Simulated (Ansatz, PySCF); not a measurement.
Reaction (SMILES): C#C (C2H2) [acetylene] -> C#C (C2H2) as triplet, charge 0
Geometries: B3LYP-D3(BJ)/def2-TZVP minima from Ansatz (a first-principles code). A spin state is the lowest found, not a proven ground state.

Property: adiabatic triplet-singlet gap (electronic energy difference), in eV. Valence correlation only, unless marked. Open shells are spin-unrestricted. Spin-orbit coupling is left out. Non-relativistic. CBS(X,Y): correlation extrapolated as X^-3; Hartree-Fock from the larger set.

```
level                      program  adiabatic triplet-singlet gap (eV)
------------------  --------------  ----------------------------------
HF/def2-TZVPD                PySCF                                2.72
BLYP-D4/def2-TZVPD  Ansatz + dftd4                                3.79
```

Problem. Estimate the value at CCSD(T)/CBS(def2-TZVPPD,def2-QZVPPD) as computed with Ansatz.

Solution. 3.91 eV, so BLYP-D4/def2-TZVPD differs from it by -0.12 eV.
